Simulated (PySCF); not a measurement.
## Zinc: a sound run and one with changed settings

Sound run: Zn+ [Ar] 3d10 4s1, Zn(2+) [Ar] 3d10. All numbers are calculated (PySCF 2.14, the spin-free X2C one-electron Hamiltonian (Gaussian nucleus), in x2c-SVPall). The sound run starts from symmetry-adapted Hartree-Fock orbitals and uses a fine grid where one is needed.

Changed run: radial step 0.8 in ln r (0.13 in the sound run). This setting is unsound on purpose.

```tsv
species	method	sound run (hartree)	changed run (hartree)	converged
Zn+	UHF	-1793.65477	-1793.65477	yes
Zn+	M06-L	-1795.16323	-1794.77055	yes
Zn+	PBE	-1794.98241	-1794.59888	yes
Zn(2+)	UHF	-1793.03597	-1793.03597	yes
Zn(2+)	M06-L	-1794.50382	-1794.08038	yes
Zn(2+)	PBE	-1794.29904	-1793.94169	yes
```

Ionisation energy of Zn+:

```tsv
method	sound run (eV)	changed run (eV)
UHF	16.838	16.838
M06-L	17.943	18.781
PBE	18.595	17.883
```

A coarse radial grid mis-integrates the density and the exchange-correlation energy, with errors of either sign; Hartree-Fock needs no grid.

For comparison, NIST gives 17.964 eV between the lowest levels.
